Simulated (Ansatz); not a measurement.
**AlClGaH4N: where a starting geometry ends**

The starting geometry of this gas-phase singlet was optimised with GFN2-xTB.

```xyz
8

Al   -0.2226   -0.6958    0.0978
Cl    1.8583   -0.8003   -0.4829
Ga    2.3691    1.3213    0.6485
N     0.0457    1.0088    0.9557
H    -0.4822   -1.8230    1.1356
H    -0.2524    1.0618    1.9300
H    -1.0694   -0.5423   -1.1974
H    -0.4735    1.7557    0.4904
```

Where would you expect an optimisation with B3LYP-D3(BJ)/def2-SVP to take it?

A new bond forms, giving a structure with Cl2 bridging Al1 and Ga3, given below by its coordinates. Contacts that close: Ga3–N4 (2.36 → 2.18 Å).

The energy falls by 0.25 eV over 10 steps:

```csv
step,E − E(last) (eV)
1,0.254
2,0.046
3,0.006
4,0.000
5,0.000
6,0.000
7,0.000
8,0.000
9,0.000
10,0.000
```

Final geometry (Å):

```yaml
atoms:
  - { symbol: Al, position_ang: [-0.2261, -0.7109, 0.0813] }
  - { symbol: Cl, position_ang: [1.9874, -0.9003, -0.5179] }
  - { symbol: Ga, position_ang: [2.2051, 1.4078, 0.6720] }
  - { symbol: N, position_ang: [0.0768, 1.0109, 0.9340] }
  - { symbol: H, position_ang: [-0.5521, -1.8044, 1.1843] }
  - { symbol: H, position_ang: [-0.1540, 1.0217, 1.9323] }
  - { symbol: H, position_ang: [-1.0966, -0.5139, -1.2309] }
  - { symbol: H, position_ang: [-0.4673, 1.7754, 0.5226] }
```

Frequencies at the end are all real (lowest 36 cm⁻¹). Run with Ansatz 0.2.0, 15 s on 2 threads of Intel(R) Xeon(R) 6975P-C (Granite Rapids), with other jobs on the host.
